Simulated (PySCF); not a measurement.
This script is equivalent to a calculation on Tc²⁺ (technetium, charge +2).

```python
from pyscf import gto, scf, dft, mp, cc
import basis_set_exchange as bse
mol = gto.M(atom="Tc 0 0 0", charge=2, spin=5, symmetry="D2h",
            basis=gto.basis.parse(bse.get_basis("x2c-SVPall", elements=["Tc"], fmt="nwchem", header=False)),
            nucmod="G")
mf = dft.UKS(mol, xc="PBE0").sfx2c1e()
mf.irrep_nelec = {'Ag': (8, 6), 'B1g': (2, 1), 'B2g': (2, 1), 'B3g': (2, 1), 'B1u': (3, 3), 'B2u': (3, 3), 'B3u': (3, 3)}
mf.kernel()
```

(1) What total energy does it give?

(2) Which occupied shell lies highest, and where?

(3) What is ⟨S²⟩, and what would a pure spin state give?

Answers

(1) -4283.74 hartree (calculated).

(2) 4d α, at -25.569 eV.

(3) 8.750, against 8.75.
